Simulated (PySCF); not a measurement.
TDDFT excited states: C6H9NO

Compound: C6H9NO.
Bonds: C1–C2 (double), C2–C3 (double), C3–C4, C4–O5 (double), C4–N6, N6–C7, N6–C8. Hydrogens: H9, H10 on C1; H11 on C3; H12, H13, H14 on C7; H15, H16, H17 on C8.

Method: PySCF 2.14.0, density-fitted response routines, TDDFT B3LYP/def2-SVPD, vertical, gas phase, core orbitals frozen in the response. The structure is a single GFN2-xTB conformer in the gas phase; no vibrational or solvent corrections. Torsions of this conformer, `[CH2:1]=[C:2]=[CH:3][C:4](=[O:5])[N:6]([CH3:7])[CH3:8]`: C2–C3–C4–O5 -136°, C3–C4–N6–C7 -174°.

Question: What does the calculation give for the low-lying excited states?

Answer: 

```json
{"state": "S1", "E (eV)": "4.82", "λ (nm)": "257.2", "ν̃ (cm⁻¹)": "38880", "f": "0.0067", "|μ| (D)": "0.61", "main configurations (H = HOMO, L = LUMO)": "H-1→L (92%)"}
{"state": "S2", "E (eV)": "5.28", "λ (nm)": "234.9", "ν̃ (cm⁻¹)": "42570", "f": "0.052", "|μ| (D)": "1.62", "main configurations (H = HOMO, L = LUMO)": "H→L (94%)"}
{"state": "S3", "E (eV)": "5.57", "λ (nm)": "222.6", "ν̃ (cm⁻¹)": "44930", "f": "0.0022", "|μ| (D)": "0.33", "main configurations (H = HOMO, L = LUMO)": "H-1→L+1 (51%), H-2→L (20%), H-2→L+1 (14%)"}
{"state": "S4", "E (eV)": "5.64", "λ (nm)": "220.0", "ν̃ (cm⁻¹)": "45460", "f": "0.0031", "|μ| (D)": "0.38", "main configurations (H = HOMO, L = LUMO)": "H→L+1 (95%)"}
{"state": "S5", "E (eV)": "5.92", "λ (nm)": "209.6", "ν̃ (cm⁻¹)": "47720", "f": "0.0094", "|μ| (D)": "0.65", "main configurations (H = HOMO, L = LUMO)": "H-3→L (77%), H-1→L+1 (10%)"}
{"state": "S6", "E (eV)": "6.18", "λ (nm)": "200.7", "ν̃ (cm⁻¹)": "49830", "f": "0.017", "|μ| (D)": "0.86", "main configurations (H = HOMO, L = LUMO)": "H→L+2 (90%)"}
{"state": "S7", "E (eV)": "6.25", "λ (nm)": "198.4", "ν̃ (cm⁻¹)": "50410", "f": "0.028", "|μ| (D)": "1.09", "main configurations (H = HOMO, L = LUMO)": "H-2→L+1 (66%), H-1→L+1 (18%), H-3→L+1 (10%)"}
{"state": "S8", "E (eV)": "6.41", "λ (nm)": "193.3", "ν̃ (cm⁻¹)": "51720", "f": "0.0029", "|μ| (D)": "0.35", "main configurations (H = HOMO, L = LUMO)": "H-1→L+2 (94%)"}
```

Triplets, Tamm–Dancoff:

| state | E (eV) | λ (nm) | main configurations (H = HOMO, L = LUMO) |
| --- | --- | --- | --- |
| T1 | 4.19 | 295.7 | H-1→L (54%), H→L (21%), H-2→L (16%) |
| T2 | 4.36 | 284.6 | H→L (70%), H-1→L (19%) |
| T3 | 4.73 | 262.1 | H-1→L+1 (40%), H-3→L+1 (38%) |

The lowest singlet comes at 257 nm (465 kJ/mol) in the ultraviolet; it is weak; its leading configuration is HOMO-1→LUMO (92%). The strongest level in the table is S2 at 5.28 eV (235 nm, f = 0.052). Löwdin shares by element: HOMO nitrogen 41%, oxygen 28%, carbon 13% or more (atoms not listed hold the other 18%); LUMO carbon 57% or more, oxygen 11% (atoms not listed hold the other 32%). Of the 8 states listed, 3 reach f = 0.01 and none stays under 0.0005. The oscillator strengths of these states sum to 0.122; summed over the whole spectrum of an exact calculation they would give the number of electrons, 60 (Thomas–Reiche–Kuhn). The listed states span 1.59 eV, and the widest gap between neighbours is 0.46 eV (S1 to S2). Only the lowest 8 singlets were computed, as vertical energies without vibronic structure.
